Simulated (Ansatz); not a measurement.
`FC1BN1` + H₂ → `B1CN1` + H–F at 600 K and 1 bar (hydrogenolysis of a C–F bond).

Gas-phase electronic energies from Ansatz, PBE0-D4/def2-TZVP geometries. CCSD(T)/CBS is the MP2 limit (def2-TZVPP, def2-QZVPP) plus CCSD(T) − MP2 in def2-TZVPP, frozen cores. This one scheme is used for every species.

| species | CCSD(T)/CBS energy (Eh) | H − E (kJ/mol) | S (J/(mol·K)) |
| --- | --- | --- | --- |
| `FC1BN1` | -219.10976 | 161.6 | 328.6 |
| H₂ | -1.17544 | 43.9 | 150.8 |
| `B1CN1` | -119.91915 | 176.3 | 306.2 |
| H–F | -100.39570 | 42.3 | 194.0 |

H − E and S are ideal-gas, rigid-rotor, harmonic terms from PBE0-D4/def2-TZVP, for one conformer and one mirror image of each species. The MP2-based limit puts H₂ 0.8 mEh under its directly extrapolated value; such offsets cancel only in part. 1 Eh = 2625.50 kJ/mol, R = 8.31446 J/(mol·K).

By hand: ΔE, ΔH, ΔS and ΔG.

ΔE = (-119.91915) + (-100.39570) − (-219.10976) − (-1.17544) = -0.02965 Eh = -77.8 kJ/mol. Δ(H − E) = 176.3 + 42.3 − 161.6 − 43.9 = 13.1, so ΔH = -64.7 kJ/mol. ΔS = 306.2 + 194.0 − 328.6 − 150.8 = 20.8 J/(mol·K). ΔG = -64.7 − 600 × (20.8)/1000 = -77.2 kJ/mol.

By hand: the equilibrium constant, and the temperature at which ΔG would vanish if ΔH and ΔS stayed fixed.

log₁₀ K = −ΔG/(RT ln 10) = 6.7. ΔH and −TΔS have one sign here, so there is no such temperature.

ΔH outweighs TΔS. A doubt of 5 kJ/mol in ΔE shifts log₁₀ K by 0.4 here. Other conformers and mirror images would add mixing entropy, several J/(mol·K) or more a flexible species. These are equilibria of isolated gas molecules and say nothing of rates. Largest T1 diagnostic: 0.014 (customary marks: 0.02 for closed shells, 0.045 for open ones).
